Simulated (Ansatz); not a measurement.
Ideal-gas functions of CH5AlFN (`FC[NH][AlH2]`) at 500 K and 1 bar, from an Ansatz frequency run at PBE0-D4/def2-TZVP.

Molar mass 77.04 g/mol, point group C1 (symmetry number 1), electronic degeneracy 1, moments of inertia 28.105, 185.255, 192.584 u Å². Harmonic wavenumbers (cm⁻¹, unscaled): 87, 217, 236, 468, 549, 603, 621, 730, 790, 986, 1071, 1202, 1277, 1409, 1436, 1517, 1945, 1956, 3048, 3103, 3597.

Use S(trans) = R[1.5 ln M + 2.5 ln T − 1.1517]; rotational temperatures θ = 24.2544 K / I; S(rot) = R[ln(√π/σ · √(T³/θAθBθC)) + 1.5]; for each mode x = 1.438777 ν̃/T, S = R[x/(eˣ − 1) − ln(1 − e⁻ˣ)] and H = RT x/(eˣ − 1); 1 cm⁻¹ = 0.0119627 kJ/mol; R = 8.31446 J/(mol·K).

Q: By hand: the entropy, in J/(mol·K).

A: Translation 173.8. Rotation: θ = 0.863, 0.1309, 0.1259 K, giving 112.4. Vibration, mode by mode: 19.85, 12.36, 11.69, 6.44, 5.33, 4.70, 4.51, 3.52, 3.07, 1.97, 1.62, 1.20, 1.01, 0.74, 0.69, 0.57, 0.20, 0.20, 0.01, 0.01, 0.00, in all 79.7. Electronic 0.0. Sum 365.9 J/(mol·K).

Q: By hand: H − E and G − E in kJ/mol, counted from the electronic energy.

A: Zero-point energy ½ × 26848 × 0.0119627 = 160.6; thermal vibration 21.8; translation, rotation and pV give 4 RT = 16.6. H − E = 199.0 kJ/mol, and G − E = 199.0 − 500 × 365.9/1000 = 16.0 kJ/mol.

Vibration gives 22 % of the entropy, 19.9 J/(mol·K) of it from the mode under 150 cm⁻¹: soft modes count most, and the harmonic formula is weakest for them. The sum counts one conformer and one mirror image; others add a mixing term.
